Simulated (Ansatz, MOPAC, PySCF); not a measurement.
Pair of molecules: NH3 (SMILES N) (first 4 atoms) with Si2H6 (SMILES [SiH3][SiH3]); geometry from B3LYP-D3(BJ)/def2-TZVP.
(charge 0, multiplicity 1):
```xyz
12

N     -0.41247     0.18904     0.96085
H     -0.35981    -0.69423     0.46676
H     -1.36153     0.53396     0.87454
H      0.19811     0.84359     0.48555
Si     0.21860    -1.18909     3.71628
Si     0.33563     1.14521     3.87238
H      0.50690    -1.81931     5.03367
H      1.21402    -1.71629     2.75257
H     -1.13483    -1.63375     3.30573
H      0.66951     1.56924     5.25950
H     -0.96167     1.77323     3.52395
H      1.38836     1.69215     2.98283
```

Monomers are frozen at their geometry in the pair; levels with a basis set take the counterpoise correction. Rows marked so take none.

Rows in STO-3G carry no dispersion term and start afresh at each structure. The state that PM6, PM7 reach isn't checked; PM7 holds dispersion and hydrogen-bond terms.

Run with Ansatz (a first-principles code) with Gaussian orbitals; MOPAC for PM6, PM7 (differences of heats of formation); PySCF for STO-3G rows. Each number belongs to the level named beside it.

Problem. One of these levels gives -1.33 kcal/mol for the interaction energy. Name it.
(A) SVWN5/def2-TZVPPD
(B) PM7
(C) HF/STO-3G (no counterpoise)
(D) PM6

Solution. C, HF/STO-3G (no counterpoise). The others give -1.95 (PM6), -0.74 (PM7), -6.77 (SVWN5/def2-TZVPPD)
